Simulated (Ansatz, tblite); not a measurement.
Removing and adding an electron: the cluster Ge₃O₉H₆ (the lowest singlet isomer of a short search). Total charge 0; singlet. Geometry: PBE-D4/def2-SVP. Ansatz, gas phase; energy differences of separate SCF runs; the oxidised species was run as a doublet alone; the reduced species was run as a doublet alone.

```
atom   x (Å)   y (Å)   z (Å)
 Ge1   2.159   0.275   0.198
 Ge2  -1.591   1.106  -0.703
 Ge3  -0.450  -1.868  -1.213
  O4   2.430  -1.763  -0.468
  O5  -2.084   2.670  -0.953
  O6   1.132  -1.490   0.215
  O7  -2.518  -0.090   0.407
  O8  -0.356   1.515   1.062
  O9   1.017  -1.960  -2.461
 O10  -2.692   0.565   1.704
 O11   2.851   0.039   1.841
 O12  -0.617  -0.023  -1.636
 H13  -0.371   2.496   0.994
 H14  -3.513   1.087   1.560
 H15   1.005  -1.108  -2.949
 H16   2.693  -0.858   2.199
 H17   2.025  -1.880  -1.477
 H18  -1.120   1.289   1.681
```

The xTB rows come from tblite. The structure holds 2 bonds between oxygen atoms, so isomers without such links may lie far lower. HOMO above LUMO, or a gap near zero within one spin, warns that the state may not be the lowest or that an electron is smeared out. The structure comes from a short search, and lower isomers may exist.

**Question.** Estimate orbital energies and vertical ionisation energies and electron affinities at: GFN1-xTB; GFN2-xTB; PBE-D4/def2-SVP; PBE0-D4/def2-SVP.

**Answer.** 
```
           level  −HOMO (eV)  vertical IE (eV)  −LUMO (eV)  vertical EA (eV)  HOMO–LUMO gap (eV)  IE − EA (eV)                                                                   remarks
        GFN1-xTB       11.20             13.87        6.95              4.38                4.25          9.50                                                                         –
        GFN2-xTB       11.79             14.31        7.20              4.51                4.60          9.81                                                                         –
 PBE-D4/def2-SVP        6.03                 –        2.44              0.21                3.59             –  HOMO above zero (-1 doublet), gap within one spin near zero (-1 doublet)
PBE0-D4/def2-SVP        7.50              9.21        1.45             -0.04                6.05          9.25                                              HOMO above zero (-1 doublet)
```

Relaxing the oxidised species (PBE-D4/def2-SVP) changes its energy by -1.29 eV at PBE0-D4/def2-SVP, so the adiabatic ionisation energy to this nearest minimum is 7.92 eV.  Run but left out: PBE-D4/def2-SVP (charge +1 doublet: an occupied level 0.04 eV above an empty one).   A HOMO above zero means that the electron is unbound at that level or that self-interaction error raises the level; the energy of removing that electron tells which. Raw xTB energy differences between charge states are shifted by several eV; the methods need an empirical correction for them. Sets without diffuse functions give affinities that are too small. A negative affinity means that the extra electron isn't bound; its size then hangs on the basis.
